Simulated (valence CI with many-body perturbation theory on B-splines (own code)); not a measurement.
## Lu XXX: E2, M1 decay

Calculated by configuration interaction combined with many-body perturbation theory (CI+MBPT): six valence electrons over a frozen Dirac-Fock core [Kr], radial functions for each j: 7 s, 7 p, 8 d, 6 f, 4 g, 1 h, with the one-electron correlation potential Σ1, the two-electron term Σ2, the three-electron term Σ3, Breit, model QED; selected CI, second order for the rest, scaled by the run's own slope (own B-spline code, finite nucleus).

The last digits are not significant, and no measured levels were compared; by estimate large intervals hold to a few tenths of a per cent, small ones and those within an open d or f shell to about a per cent. Core correlation moves these levels by up to 8000 cm⁻¹, and in measured spectra 5 to 20 % of such shifts remained as error; rates that hang on mixing are uncertain with them. Among the levels kept, up to 770 cm⁻¹ of a level comes from second order outside the variational space, and about a tenth of that is noise between levels of different J, which matters for small intervals. Only levels of the ground parity were solved; by the run's estimate the other parity begins above the list, which can be wrong where configurations are misplaced.

Lines 1 to 50 of 120 in falling wavelength, among levels below 494770 cm⁻¹, chosen from the decays that carry over 1 % of a level's rate. Wavelengths and rates use the calculated energies. Electric multipoles are in the length gauge, E1 and E2 with the static RPA response of the core. Weak lines are less certain than strong ones. Lines between different terms over intervals too small for the method are left out, as are lines whose strength nearly cancels. The highest levels of a list are the least certain.

Levels are named by their leading jj configuration (3d3/2^4 stands for four electrons in 3d with j = 3/2), which in mixed levels can hold well under half, so a name can repeat and another be missing. Letters in brackets count levels of one name in rising energy.

| λ vac (nm) | Upper | Lower | Type | A (s⁻¹) | Branch % |
| --- | --- | --- | --- | --- | --- |
| 5490 | (4d3/2^3 4d5/2^3) J=6 | (4d3/2^3 4d5/2^3) J=5 | M1 | 3.94e-02 | 10.3 |
| 508.1 | (4d3/2^4 4d5/2^2) J=2 | (4d3/2^4 4d5/2^2) J=4 | E2 | 2.49e-03 | 100.0 |
| 451.2 | (4d3/2^3 4d5/2^3) J=5 | (4d3/2^3 4d5/2^3) J=4 [a] | M1 | 1.00e+02 | 2.3 |
| 329.3 | (4d3/2^3 4d5/2^3) J=2 [b] | (4d3/2^3 4d5/2^3) J=3 [b] | M1 | 1.55e+02 | 1.7 |
| 287.8 | (4d3/2^3 4d5/2^3) J=4 [b] | (4d3/2^3 4d5/2^3) J=3 [b] | M1 | 1.32e+02 | 7.9 |
| 286.9 | (4d3/2^3 4d5/2^3) J=2 [a] | (4d3/2^3 4d5/2^3) J=1 [a] | M1 | 2.33e+02 | 1.6 |
| 258.2 | (4d3/2^3 4d5/2^3) J=1 [a] | (4d3/2^4 4d5/2^2) J=0 | M1 | 9.69e+02 | 5.1 |
| 241.4 | (4d3/2^4 4d5/2^2) J=0 | (4d3/2^4 4d5/2^2) J=2 | E2 | 3.34e-01 | 100.0 |
| 241.4 | (4d3/2^3 4d5/2^3) J=3 [b] | (4d3/2^3 4d5/2^3) J=4 [a] | M1 | 3.19e+02 | 2.6 |
| 212.2 | (4d3/2^3 4d5/2^3) J=3 [c] | (4d3/2^3 4d5/2^3) J=2 [a] | M1 | 3.04e+02 | 3.4 |
| 194.2 | (4d3/2^3 4d5/2^3) J=3 [b] | (4d3/2^3 4d5/2^3) J=3 [a] | M1 | 6.00e+02 | 4.8 |
| 186.0 | (4d3/2^2 4d5/2^4) J=5 | (4d3/2^3 4d5/2^3) J=4 [b] | M1 | 1.46e+03 | 6.4 |
| 185.1 | (4d3/2^3 4d5/2^3) J=4 [b] | (4d3/2^3 4d5/2^3) J=5 | M1 | 2.26e+02 | 13.6 |
| 179.5 | (4d3/2^2 4d5/2^4) J=3 [a] | (4d3/2^3 4d5/2^3) J=2 [b] | M1 | 7.57e+02 | 1.9 |
| 169.4 | (4d3/2^2 4d5/2^4) J=2 [a] | (4d3/2^3 4d5/2^3) J=3 [b] | M1 | 5.66e+02 | 1.2 |
| 165.9 | (4d3/2^2 4d5/2^4) J=2 [d] | (4d3/2^2 4d5/2^4) J=2 [c] | M1 | 6.01e+02 | 2.0 |
| 154.0 | (4d3/2^3 4d5/2^3) J=0 | (4d3/2^3 4d5/2^3) J=1 [a] | M1 | 3.04e+03 | 96.4 |
| 151.6 | (4d3/2^2 4d5/2^4) J=2 [c] | (4d3/2^2 4d5/2^4) J=3 [a] | M1 | 5.91e+02 | 1.4 |
| 148.7 | (4d3/2^3 4d5/2^3) J=3 [a] | (4d3/2^4 4d5/2^2) J=2 | M1 | 3.67e+03 | 19.9 |
| 146.8 | (4d3/2^2 4d5/2^4) J=3 [b] | (4d3/2^3 4d5/2^3) J=4 [b] | M1 | 3.12e+03 | 12.0 |
| 145.0 | (4d3/2^3 4d5/2^3) J=2 [b] | (4d3/2^3 4d5/2^3) J=1 [a] | M1 | 8.85e+02 | 9.5 |
| 141.4 | (4d3/2^3 4d5/2^3) J=1 [b] | (4d3/2^3 4d5/2^3) J=1 [a] | M1 | 1.19e+03 | 10.7 |
| 137.9 | (4d3/2^2 4d5/2^4) J=3 [b] | (4d3/2^3 4d5/2^3) J=2 [b] | M1 | 7.17e+02 | 2.8 |
| 136.4 | (4d3/2^2 4d5/2^4) J=4 [c] | (4d3/2^2 4d5/2^4) J=5 | M1 | 7.57e+02 | 2.5 |
| 131.3 | (4d3/2^3 4d5/2^3) J=4 [b] | (4d3/2^3 4d5/2^3) J=4 [a] | M1 | 8.42e+02 | 50.5 |
| 129.5 | (4d3/2^2 4d5/2^4) J=4 [a] | (4d3/2^3 4d5/2^3) J=3 [b] | M1 | 9.76e+02 | 2.2 |
| 128.9 | (4d3/2^2 4d5/2^4) J=4 [b] | (4d3/2^3 4d5/2^3) J=3 [c] | M1 | 9.04e+02 | 3.9 |
| 124.8 | (4d3/2^3 4d5/2^3) J=1 [a] | (4d3/2^4 4d5/2^2) J=2 | M1 | 1.81e+04 | 94.9 |
| 123.7 | (4d3/2^2 4d5/2^4) J=1 | (4d3/2^3 4d5/2^3) J=1 [b] | M1 | 5.12e+03 | 16.2 |
| 122.2 | (4d3/2^3 4d5/2^3) J=2 [b] | (4d3/2^3 4d5/2^3) J=3 [a] | M1 | 5.68e+03 | 61.1 |
| 121.1 | (4d3/2^2 4d5/2^4) J=1 | (4d3/2^3 4d5/2^3) J=2 [b] | M1 | 3.20e+03 | 10.1 |
| 120.5 | (4d3/2 4d5/2^5) J=2 | (4d3/2^2 4d5/2^4) J=2 [c] | M1 | 1.92e+03 | 2.9 |
| 118.2 | (4d3/2^2 4d5/2^4) J=4 [c] | (4d3/2^2 4d5/2^4) J=4 [a] | M1 | 9.07e+02 | 3.0 |
| 116.2 | (4d3/2^2 4d5/2^4) J=3 [a] | (4d3/2^3 4d5/2^3) J=3 [b] | M1 | 1.39e+03 | 3.6 |
| 115.5 | (4d3/2^2 4d5/2^4) J=1 | (4d3/2^3 4d5/2^3) J=0 | M1 | 6.16e+03 | 19.5 |
| 115.0 | (4d3/2^3 4d5/2^3) J=3 [a] | (4d3/2^4 4d5/2^2) J=4 | M1 | 1.47e+04 | 80.0 |
| 114.5 | (4d3/2 4d5/2^5) J=3 | (4d3/2^2 4d5/2^4) J=2 [c] | M1 | 7.54e+03 | 12.7 |
| 111.7 | (4d3/2^2 4d5/2^4) J=2 [b] | (4d3/2^3 4d5/2^3) J=1 [b] | M1 | 5.09e+02 | 1.9 |
| 111.3 | (4d3/2^2 4d5/2^4) J=3 [a] | (4d3/2^3 4d5/2^3) J=2 [a] | M1 | 4.74e+03 | 12.2 |
| 110.2 | (4d3/2^2 4d5/2^4) J=2 [d] | (4d3/2^2 4d5/2^4) J=2 [b] | M1 | 5.42e+02 | 1.8 |
| 109.6 | (4d3/2^2 4d5/2^4) J=2 [b] | (4d3/2^3 4d5/2^3) J=2 [b] | M1 | 1.71e+03 | 6.3 |
| 107.5 | (4d3/2^2 4d5/2^4) J=2 [c] | (4d3/2^2 4d5/2^4) J=2 [a] | M1 | 5.52e+02 | 1.3 |
| 103.6 | (4d3/2^2 4d5/2^4) J=4 [a] | (4d3/2^3 4d5/2^3) J=5 | M1 | 6.57e+03 | 14.9 |
| 103.1 | (4d3/2^3 4d5/2^3) J=4 [a] | (4d3/2^4 4d5/2^2) J=4 | M1 | 1.95e+04 | 100.0 |
| 102.4 | (4d3/2^2 4d5/2^4) J=2 [a] | (4d3/2^3 4d5/2^3) J=1 [a] | M1 | 9.48e+03 | 20.5 |
| 97.20 | (4d3/2^2 4d5/2^4) J=3 [b] | (4d3/2^3 4d5/2^3) J=3 [b] | M1 | 1.09e+04 | 41.9 |
| 94.38 | (4d3/2^2 4d5/2^4) J=5 | (4d3/2^3 4d5/2^3) J=6 | M1 | 1.31e+04 | 57.9 |
| 93.80 | (4d3/2^2 4d5/2^4) J=3 [b] | (4d3/2^3 4d5/2^3) J=2 [a] | M1 | 6.76e+03 | 26.1 |
| 93.63 | (4d3/2^2 4d5/2^4) J=0 [a] | (4d3/2^3 4d5/2^3) J=1 [a] | M1 | 5.56e+04 | 99.5 |
| 92.78 | (4d3/2^2 4d5/2^4) J=5 | (4d3/2^3 4d5/2^3) J=5 | M1 | 6.82e+03 | 30.1 |
